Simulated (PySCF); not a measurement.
HNSi, SMILES N#[SiH].

Geometry optimised at PBE-D3(BJ)/def2-TZVPD.

All values below come from PBE-D3(BJ)/def2-TZVPD (PySCF).

Frequencies are harmonic and unscaled.

Modes within 1.5 cm⁻¹ of each other (mostly degenerate sets) share a row, with their intensities summed.

| mode | ν (cm⁻¹) | IR (km/mol) | moving atoms (share of kinetic energy) |
|---|---|---|---|
| 1–2 | 275 | 3.2 | H 83 %, Si 11 % |
| 3 | 1184 | 1.8 | N 67 %, Si 30 % |
| 4 | 2099 | 18.8 | H 95 % |
